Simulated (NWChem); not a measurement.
System: AgN2H6 cation; SMILES [NH3]->[Ag+]<-[NH3]

Results from NWChem. Medium grid unless said otherwise, to which SCAN and Minnesota functionals are sensitive. Coordinates come from a PBE0/def2-SVP optimisation. No frequency run checked for a minimum. def2 effective core potentials on Ag; no spin-orbit coupling. B3LYP is NWChem's, with the RPA form of VWN correlation. Total energies of different functionals are on different scales.

| level | energy (Ha) | highest occupied level (eV) | orbital gap (eV) |
|---|---|---|---|
| B3LYP/def2-SVP | -259.8871 | -12.15 | 6.86 |
| PBE/def2-SVP | -259.6997 | -10.94 | 5.08 |
| MN15-L/def2-SVP | -259.1499 | -11.18 | 5.64 |
| BHandHLYP/def2-SVP | -259.6647 | -13.72 | 9.49 |
| Hartree-Fock/def2-SVP | -258.2584 | -15.84 | 13.54 |
| BP86/def2-SVP | -259.9437 | -11.09 | 5.21 |
| MN15/def2-SVP | -259.3851 | -13.31 | 9.14 |
| BLYP/def2-SVP | -259.7442 | -10.87 | 5.00 |
| LC-wPBE (HJS exchange hole, range parameter 0.4 per bohr)/def2-SVP | -259.7975 | -15.06 | 12.31 |
